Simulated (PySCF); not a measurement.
**How the method changes the constants of CaP**

State: ²Π (doublet), unpaired electrons π ↑. Set-up: PySCF, no relativity, basis sets Ca aug-pcseg-1, P aug-pcseg-1. De refers to Ca + P in their high-spin ground configurations, without counterpoise correction. The functionals are run spin-unrestricted. A positive dipole means Ca(−)P(+). Levels whose curve was spin-contaminated or gave no clean fit are not listed.

```tsv
Level	Re (Å)	ωe (cm⁻¹)	De (eV)	μ (D)	CPU s a point (SCF and correlation, without the integrals)
ROHF	2.590	345	-0.87	-10.98	0.22
ROHF-MP2	2.651	326	0.368	n/a	0.36
ROHF-SCS-MP2	2.663	316	0.312	n/a	n/a
ROHF-CCSD	2.673	294	0.208	n/a	n/a
ROHF-CCSD(T)	2.670	306	0.464	n/a	13
PBE	2.514	366	1.77	-7.70	1.1
M06	2.497	391	1.33	-8.55	1.6
```

The bond length runs from 2.497 Å (M06) to 2.673 Å (ROHF-CCSD). De spans -0.87 eV (ROHF, mean field) to 1.77 eV (PBE, GGA). Correlation at CCSD(T) changes the Hartree–Fock bond energy by +1.33 eV; the triples alone change it by +0.25 eV.

Correlated steps freeze 10 core orbitals. Correlated levels converge slowly with the basis: in double zeta they bind strong bonds too weakly, by up to about 1 eV, and carry superposition errors of some tenths. The CCSD T1 diagnostic is raised, a sign that a single reference may not be enough here. UHF is strongly spin-contaminated for CaP, so the ROHF reference used there is far from stable. A negative De means that the minimum lies above the separated atoms at that level. The state was picked by a PBE0 search and need not be the measured ground state.

The whole job (state search and all levels along the bond) took about 4.2 min on 1 thread of Arm Neoverse V1 (shared host), peak memory 0.84 GiB.
